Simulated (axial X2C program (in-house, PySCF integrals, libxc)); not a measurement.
NSmO: the levels of the configuration f(δφ)3 f(π)0

Calculated with an in-house all-electron X2C program for linear molecules (integrals from PySCF): two-component X2C with atomic mean-field Coulomb and Gaunt terms, basis N dyall-v3z, Sm dyall-v3z, O dyall-v3z (cores contracted in-house). Orbitals come from Hartree–Fock averaged over the configuration Sm f(δφ)3 f(π)0; CI then distributes these electrons over the f(δφ), f(π) shells of Sm.

N–Sm–O held linear, bonds 1.707 and 1.720 Å (the second held) (near the minimum of the configuration average).

Active spinors (ω > 0):

```tsv
shell	ω	ε (eV)	character
f(δφ)	3/2	-0.53	99% Sm f
f(δφ)	5/2	-0.33	100% Sm f
f(δφ)	5/2	0.69	100% Sm f
f(δφ)	7/2	0.70	100% Sm f
f(π)	1/2	6.58	89% Sm f, 7% Sm p
f(π)	3/2	6.59	88% Sm f, 6% Sm p, 3% Sm d
```

Lowest levels of this model:

| Ω | energy (cm⁻¹) | g∥ | μ (D) | configuration |
| --- | --- | --- | --- | --- |
| 5/2 | 0 | 4.38 | 0.95 | 100% f(δφ)3 |
| 3/2 | 359 | 0.78 | 0.95 | 100% f(δφ)3 |
| 7/2 | 2241 | 8.17 | 0.95 | 100% f(δφ)3 |
| 9/2 | 5662 | 11.75 | 0.95 | 100% f(δφ)3 |
| 1/2 | 6729 | 1.66 | 0.96 | 100% f(δφ)3 |
| 3/2 | 8700 | 1.82 | 0.95 | 100% f(δφ)3 |
| 15/2 | 9792 | 15.41 | 0.95 | 100% f(δφ)3 |
| 5/2 | 9844 | 5.65 | 0.95 | 100% f(δφ)3 |
| 7/2 | 11173 | 9.47 | 0.95 | 100% f(δφ)3 |
| 13/2 | 12468 | 12.20 | 0.94 | 100% f(δφ)3 |
| 5/2 | 16005 | 5.13 | 0.94 | 100% f(δφ)3 |
| 5/2 | 18052 | 4.76 | 0.95 | 100% f(δφ)3 |
| 3/2 | 18665 | 2.76 | 0.95 | 100% f(δφ)3 |
| 3/2 | 20597 | 2.56 | 0.94 | 100% f(δφ)3 |
| 7/2 | 20647 | 7.84 | 0.95 | 100% f(δφ)3 |
| 17/2 | 20751 | 18.00 | 0.95 | 100% f(δφ)3 |
| 15/2 | 20804 | 15.01 | 0.95 | 100% f(δφ)3 |
| 7/2 | 24360 | 8.00 | 0.95 | 100% f(δφ)3 |
| 5/2 | 25248 | 5.66 | 0.95 | 100% f(δφ)3 |
| 3/2 | 27014 | 2.95 | 0.95 | 100% f(δφ)3 |
| 9/2 | 27350 | 9.85 | 0.96 | 100% f(δφ)3 |
| 1/2 | 27786 | 0.06 | 0.95 | 100% f(δφ)3 |

g∥ is the magnitude of 2⟨Lz + ge Sz⟩ for the +Ω component. μ is positive if the O end is positive.

(1) From Ω and g∥ of the lowest level, whose 2⟨Lz + ge Sz⟩ is positive, find ⟨Sz⟩ and ⟨Lz⟩ (ge = 2.0023).

Occupations of the active spinors in the lowest level by ω, shell by shell in order of energy: -7/2: 0.02; -5/2: 0.46 0.01; -3/2: 0.51 0.00; -1/2: 0.00; 1/2: 0.00; 3/2: 0.77 0.00; 5/2: 0.51 0.43; 7/2: 0.28. The leading determinant has weight 0.29 among 21.

This point took 2.3 s on 1 thread of Arm Neoverse V2 (shared host).

There is no dynamic correlation: spin–orbit spacings and, for f shells, spacings inside one term are the most reliable numbers, splittings between terms come out too wide, and energies between configurations are not reliable, so the lowest level need not be the ground state of the molecule. At most 6 roots were kept for each Ω > 0 (twice that for Ω = 0) within 3.5 eV of the lowest, so higher up levels can be missing between those listed; levels with Ω > 0 are doubly degenerate and listed once, Ω = 0 levels singly. States that fill the shells left empty in the average are placed too high. The molecule was held linear; bending was not examined.

## Answers

(1) Ω = ⟨Lz⟩ + ⟨Sz⟩ = 5/2 and ⟨Lz⟩ + ge⟨Sz⟩ = 2.190, so ⟨Sz⟩ = -0.31 and ⟨Lz⟩ = 2.81.
